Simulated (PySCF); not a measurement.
H3IrO3, multiplicity 1. Atoms are numbered in the order given.

```xyz
7

Ir    -0.0092     0.0020     0.0000
O     -0.0862     0.9061     1.5966
H      0.8169     1.0957     1.9060
O      0.1496    -1.8285     0.0000
H     -0.7452    -2.2128     0.0000
O     -0.0862     0.9061    -1.5966
H      0.8169     1.0957    -1.9060
```
Charge 0, spin multiplicity 1.

Geometry optimised at PBE0-D3(BJ)/def2-SVP. The multiplicity is an assumed one; other spin states were not compared. The def2 effective core potentials stand for the cores of Ir; spin–orbit coupling is left out. One conformer was computed; it need not be the lowest.

Level of theory: TDDFT-LC-ωPBE/def2-SVPD (PySCF).

Vertical excitations. The molecule is in vacuum. State labels are in the subgroup Cs.

```csv
state,symmetry,energy (eV),λ (nm),f,main pairs
S1,A",1.84,675,0.001,HOMO→LUMO 94 %
S2,A',1.90,652,0.002,HOMO→LUMO+1 96 %
S3,A",2.02,614,0.000,"HOMO−2→LUMO 51 %, HOMO−1→LUMO+1 43 %"
S4,A',2.06,601,0.001,"HOMO−1→LUMO 56 %, HOMO−2→LUMO+1 40 %"
S5,A",2.53,490,0.000,"HOMO−1→LUMO+1 52 %, HOMO−2→LUMO 48 %"
S6,A',2.54,489,0.000,"HOMO−2→LUMO+1 59 %, HOMO−1→LUMO 41 %"
S7,A',5.81,213,0.004,"HOMO→LUMO+2 67 %, HOMO−2→LUMO+2 18 %"
S8,A",5.88,211,0.000,HOMO−1→LUMO+2 85 %
S9,A',6.02,206,0.004,"HOMO−2→LUMO+2 66 %, HOMO→LUMO+2 19 %"
T1,A",1.33,934,0,HOMO→LUMO 91 %
T2,A',1.37,907,0,"HOMO→LUMO+1 73 %, HOMO−2→LUMO+1 13 %, HOMO−1→LUMO 12 %"
T3,A',1.42,875,0,"HOMO−1→LUMO 81 %, HOMO→LUMO+1 16 %"
T4,A",1.50,829,0,"HOMO−1→LUMO+1 68 %, HOMO−2→LUMO 25 %"
```
Triplets are in the Tamm–Dancoff approximation, which puts them higher than full response would, so one can lie above its singlet here.
